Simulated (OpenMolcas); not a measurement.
## What dynamic correlation does to the levels of Ni²⁺

- Program: OpenMolcas 26.06
- Basis: ANO-RCC-VDZP [5s4p2d1f]
- Scalar Hamiltonian: DKH2, point nucleus
- Active space: 8 electrons in 6 orbitals (3d 4s)
- State averaging: 2S+1 = 5 even, 10 roots; 2S+1 = 3 even, 55 roots; 2S+1 = 1 even, 50 roots (43 in the spin-orbit step)
- Spin-orbit coupling: state interaction with AMFI integrals over the reference wave functions, term energies averaged over their components

Methods on the same reference wave functions:
A. CASSCF
B. SS-CASPT2, IPEA 0.25 Eh, imaginary shift 0.1 Eh (closed shells correlated: 3s 3p)
C. MS-CASPT2, IPEA 0.25 Eh, imaginary shift 0.1 Eh (closed shells correlated: 3s 3p)

Energies in cm⁻¹ above 3d⁸ ³F₄, the measured ground level; measured values from Corliss and Sugar, J. Phys. Chem. Ref. Data 10, 197 (1981).

```
        Level      A      B      C  Measured
      3d⁸ ³F₄    0.0    0.0    0.0       0.0
      3d⁸ ³F₃   1525   1524   1524      1361
      3d⁸ ³F₂   2521   2520   2520      2270
      3d⁸ ¹D₂  12878  13070  13070     14032
      3d⁸ ³P₂  21452  17530  17530     16662
      3d⁸ ³P₁  22065  18010  18000     16978
      3d⁸ ³P₀  22354  18280  18280     17231
      3d⁸ ¹G₄  22393  23480  23480     23109
   3d⁷ 4s ⁵F₅  33480  59940  59940     53704
   3d⁷ 4s ⁵F₄  34451  60880  60880     54658
   3d⁷ 4s ⁵F₃  35217  61660  61660     55406
   3d⁷ 4s ⁵F₂  35782  62230  62230     55952
   3d⁷ 4s ⁵F₁  36152  62610  62610     56308
3d⁷ 4s ³F₄(1)  42932  64180  64180          
3d⁷ 4s ³F₃(1)  44210  65460  65460          
3d⁷ 4s ³F₂(1)  45100  66320  66320          
      3d⁸ ¹S₀  60937  51860  51860     52532
```

Deviations, from unrounded energies. A percentage is the sum of absolute deviations over the sum of measured energies, with the sign that they share, or ± where signs differ.

```json
{"Against measurement": "mean absolute deviation (cm-1)", "Levels": "13", "A": "9700", "B": "2800", "C": "2800"}
{"Against measurement": "fine structure of the ground term (%)", "Levels": "2", "A": "+11.4", "B": "+11.5", "C": "+11.5"}
{"Against measurement": "other terms of the ground configuration (%)", "Levels": "6", "A": "±18.0", "B": "±3.5", "C": "±3.5"}
{"Against measurement": "other configurations (%)", "Levels": "5", "A": "-36.6", "B": "+11.3", "C": "+11.3"}
```

B, C lie about equally close to measurement and A furthest from it. The largest miss of C in the table is 3d⁷ 4s ⁵F₁, by +6300 cm-1. The ranking rests on the paired levels alone, and a cruder setting can come out closer through cancelling errors.

Between B and C no level of the table moves by more than 5 cm-1.

The two smallest mean deviations differ by little beside CASPT2's spread within terms, so their order carries little weight.

From A to B the spin-free energies of the other terms of 3d⁸ shown, above ³F, scale by factors of 0.80 to 1.05.

The lowest spin-free term lies below A's lowest term by 0.507 hartree in B, 0.507 hartree in C.

CASPT2 does not keep the components of a term degenerate, so their means are used; among the terms shown or strongly mixed into the levels shown the widest spread is 3000 cm-1 (3d⁸ ³F, C). Some high roots are left out of the spin-orbit mixing, which shifts the levels that they would mix with. A single d shell beside an s shell can misplace configurations of different d count against each other. Without dynamic correlation excited terms often stand tens of per cent too high (terms of higher spin than the ground term too low), and those without a measured partner can miss by more than the paired ones (holds for A). Some levels mix across a computed gap that differs much from the measured one, so their mixing is not that of the real levels (holds for B; C). Measured partners are found by configuration, term and J. A level has none where our copy of the source lacks it or the pairing is in doubt (some pairs that miss far off the trend of their configuration count as doubtful), and it then counts in no deviation. Levels of configurations outside the active space are missing. Levels that lie high or do not pair safely by name in every column are left out.

A number in round brackets counts repeated terms of one configuration in the order of the reference energies.
